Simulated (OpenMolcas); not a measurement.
CH6NPSi (SMILES C1NP[SiH2]1): the vertical ionisation energy, rung by rung

CH6NPSi: 10 atoms, total charge 0, spin state singlet. As SMILES, `C1NP[SiH2]1`. Geometry: relaxed at PBE0-D4/def2-TZVP.

Each level gives the vertical ionisation energy (to the doublet cation) (eV). The values are calculated.

```tsv
level	kind	program	value (eV)
HF/def2-SVP	Hartree–Fock	OpenMolcas	8.20
BLYP/def2-SVP	GGA	OpenMolcas	8.22
PBE/def2-SVP	GGA	OpenMolcas	8.38
revPBE/def2-SVP	GGA	OpenMolcas	8.35
M06-L/def2-SVP	meta-GGA	OpenMolcas	8.58
B3LYP/def2-SVP	global hybrid	OpenMolcas	8.59
BHLYP/def2-SVP	global hybrid	OpenMolcas	8.67
PBE0/def2-SVP	global hybrid	OpenMolcas	8.62
```

The values span 8.20 to 8.67 eV.
